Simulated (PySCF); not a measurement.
## Bond length, frequency and bond energy of ZnC⁺ by level of theory

State: ²Π (doublet), unpaired electrons π ↑. Set-up: basis Zn def2-SVP, C def2-SVP; no relativity; PySCF 2.14. De refers to Zn⁺ + C in their high-spin ground configurations, without counterpoise correction. The functionals are run spin-unrestricted. A positive dipole points towards C; it is taken about the centre of mass and depends on that origin. Levels whose curve was spin-contaminated or gave no clean fit are not listed.

| Level | Re (Å) | ωe (cm⁻¹) | De (eV) | μ (D) |
| --- | --- | --- | --- | --- |
| ROHF | 2.153 | 434 | -0.347 | -2.54 |
| ROHF-MP2 | 2.115 | 446 | 0.92 | n/a |
| ROHF-SCS-MP2 | 2.134 | 430 | 0.97 | n/a |
| ROHF-CCSD | 2.170 | 394 | 1.16 | n/a |
| ROHF-CCSD(T) | 2.172 | 386 | 1.32 | n/a |
| PBE | 2.087 | 429 | 2.04 | -0.85 |
| TPSS | 2.092 | 435 | 1.87 | -1.17 |
| TPSSh | 2.098 | 434 | 1.68 | -1.30 |

Task: Which functional lies closest to ROHF-CCSD(T) in De, which farthest, and by how much do they differ from it?

Result: Closest is TPSSh (-7.4 pm in Re, +12.4 % in ωe, +0.36 eV in De against ROHF-CCSD(T) in the same basis), farthest PBE (-8.5 pm in Re, +11.1 % in ωe, +0.72 eV in De). CCSD(T) converges more slowly with the basis than the functionals do and binds too weakly in this one, so the order can change at the basis-set limit.

Task: What does a tenth of exact exchange do here, going from TPSS to TPSSh?

Result: TPSSh less TPSS: +0.6 pm in Re, -0.2 % in ωe, -0.19 eV in De. Exact exchange removes part of the self-interaction that spreads semilocal densities, and in most molecules shortens and stiffens the bond and lowers De; here Re goes the other way.

Task: What does second-order correlation do here, going from ROHF to ROHF-MP2?

Result: ROHF-MP2 less ROHF: -3.8 pm in Re, +2.8 % in ωe, +1.27 eV in De. Correlation nearly always deepens the well. The bond shortens, as in weak, metallic or heavy-atom bonds, where dispersion and the correlation of outer-core electrons pull the atoms together.

Correlated steps freeze 6 core orbitals. Correlated levels converge slowly with the basis: in double zeta they bind strong bonds too weakly, by up to about 1 eV, and carry superposition errors of some tenths. For an ion De counts to the pair picked by the measured ionisation energies or electron affinities, which need not be the lowest pair at this level. UHF is strongly spin-contaminated for ZnC⁺, so the ROHF reference used there is far from stable. A negative De means that the minimum lies above the separated atoms at that level. The state is the lowest determinant that a PBE0 search found; another state may lie lower at other levels.
